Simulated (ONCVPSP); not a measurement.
## Transferability test, ONCV potential for molybdenum

molybdenum, optimised norm-conserving Vanderbilt (ONCV), made with ONCVPSP 4.0.1 (PBE, fully relativistic). Core [Ar] 3d10, reference 4s2 4p6 4d5 5s1. Waves: 4s+5s: rc 2.05 bohr, ncon 4, nbas 8, qcut 6.5 1/bohr, 2 projectors; 4p: rc 1.95 bohr, ncon 4, nbas 7, qcut 7.8 1/bohr, 1 projector; 4d: rc 1.65 bohr, ncon 3, nbas 7, qcut 6.3 1/bohr, 3 projectors, debl 2.6 Ha. Local part: polynomial inside 1.40 bohr (lpopt 2, dvloc0 4 Ha). Core correction: Teter function, fcfact 2, rcfact 1.05.

Open shells are filled in proportion to 2j + 1.

Energies are relative to the spin-unpolarised reference configuration 4s2 4p6 4d5 5s1; without spin polarisation the order of configurations can differ from experiment.

(1) Give the all-electron excitation energy and the error of the potential for: 4s2 4p6 4d5 5s0; 4s2 4p6 4d4 5s0; 4s2 4p6 4d3 5s0; 4s2 4p6 4d5 5s0 5p1.

Levels in the configuration 4s2 4p6 4d5 5s0:

```csv
level,all-electron (eV),pseudo (eV)
4s j=1/2,-71.082,-71.117
4p j=3/2,-44.490,-44.502
4p j=1/2,-46.964,-46.979
4d j=5/2,-10.329,-10.329
4d j=3/2,-10.544,-10.544
```

Results:

(1)

| valence configuration | charge | ΔE all-electron (eV) | error AE − PS (meV) |
| --- | --- | --- | --- |
| 4s2 4p6 4d5 5s0 | +1 | 6.891 | -1.3 |
| 4s2 4p6 4d4 5s0 | +2 | 22.352 | -1.4 |
| 4s2 4p6 4d3 5s0 | +3 | 49.093 | +5.3 |
| 4s2 4p6 4d5 5s0 5p1 | 0 | 3.138 | +13 |

These tests converged, but a pseudo level misses the all-electron one widely, so the file describes the atom poorly there or has found another state: 4s2 4p6 4d5 5s0 5p1: empty 5s by 4.8 eV.
